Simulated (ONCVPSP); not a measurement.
Configuration tests for I (Z = 53) (ONCV)

ONCVPSP 4.0.1 input, shortened (lines: element, Z, core and valence counts, functional; n l f; lmax; l rc ep ncon nbas qcut; lloc lpopt rc5 dvloc0; l nproj debl; icmod fcfact rcfact), LDA (Perdew-Wang 92), non-relativistic:

```
  I 53.00    6    5  -001012      upf
    1    0    2.00
    2    0    2.00
    2    1    6.00
    3    0    2.00
    3    1    6.00
    3    2   10.00
    4    0    2.00
    4    1    6.00
    4    2   10.00
    5    0    2.00
    5    1    5.00
    2
    0    1.40    0.00    4    9   10.00
    1    1.50    0.00    4    7   11.50
    2    1.00    0.00    3    7   10.10
    4    5    1.00   -1.00
    0    2    3.10
    1    2    2.50
    2    3    3.10
    3    3.25    1.55
```

Energies are relative to the spin-unpolarised reference configuration 4s2 4p6 4d10 5s2 5p5; without spin polarisation the order of configurations can differ from experiment.

```json
{"valence configuration": "4s2 4p6 4d10 5s2 5p4", "charge": "+1", "ΔE all-electron (eV)": "11.326", "error AE − PS (meV)": "0.0"}
{"valence configuration": "4s2 4p6 4d10 5s2 5p2", "charge": "+3", "ΔE all-electron (eV)": "60.824", "error AE − PS (meV)": "-0.7"}
{"valence configuration": "4s1 4p6 4d10 5s2 5p5", "charge": "+1", "ΔE all-electron (eV)": "175.580", "error AE − PS (meV)": "-305"}
```

Q: What are ΔE and the potential's error for 4s2 4p6 4d10 5s2 5p3?

A: ΔE = 31.344 eV all-electron; the error (AE − PS) is -0.1 meV.

Levels in the configuration 4s2 4p6 4d10 5s2 5p2:

| level | all-electron (eV) | pseudo (eV) |
| --- | --- | --- |
| 4s | -198.487 | -198.522 |
| 4p | -156.458 | -156.474 |
| 4d | -84.622 | -84.622 |
| 5s | -44.897 | -44.900 |
| 5p | -34.430 | -34.431 |
